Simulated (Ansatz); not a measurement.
`Cl[Si]1(I)CO1`, one more setting.

```yaml
crystal:
  periodic: [false, false, false]
  atoms:
    - {symbol: Cl, position_ang: [-1.720993, -1.802320, -0.427929]}
    - {symbol: Si, position_ang: [-0.045126, -0.739977, -0.029472]}
    - {symbol: I, position_ang: [1.633454, -2.152966, 0.940544]}
    - {symbol: C, position_ang: [-0.044670, 1.047104, 0.097145]}
    - {symbol: O, position_ang: [0.430815, 0.354167, -1.149018]}
    - {symbol: H, position_ang: [-0.943573, 1.634104, -0.075725]}
    - {symbol: H, position_ang: [0.751292, 1.591787, 0.598654]}
basis:
  gaussian: {orbitals: def2-TZVP}
hamiltonian: {xc: {name: B2GP-PLYP}}
```

```sh
$ ansatz run in.yaml --threads 4 --pin off --events-out ev --progress --plain --max-ram 10444MiB
```

It prints (some lines left out):

```
Functional definition: B2GP-PLYP
1414 factors; integrals over basis functions are off by at most 1.4e-3 eV
mean field evaluation 1: about -31586.8972 eV, gradient 4.3e1 eV
mean field evaluation 2: about -31587.0862 eV, gradient 4.4e1 eV
mean field evaluation 4: about -31590.8547 eV, gradient 5.4e0 eV
mean field evaluation 8: about -31590.9204 eV, gradient 4.4e-1 eV
mean field evaluation 16: about -31590.9208 eV, gradient 5.0e-4 eV
mean field -31590.92081467 eV, -1160.9449268437 hartree, gradient 3.5e-6 eV, S^2 0.000000; 0 other end points of the search recorded, 0 dependent functions left out
16 core orbitals not correlated: weight in the atoms' cores, before any rotation towards them, 1.000 or more for the frozen orbitals, at most 0.000 for the correlated occupied ones
reference -31590.92093765 eV, -1160.9449313632 hartree; 20, 20 occupied and 162, 162 virtual orbitals, 1414 factors
second order -36.68448175 eV of doubles, -0.00000000 eV of singles
Total energy: -31604.12735108 eV, -1161.4302581051 hartree
```

Run time 3.2 s (4 threads of an Intel Xeon Platinum 8488C on a shared host); peak host memory 0.54 GiB.
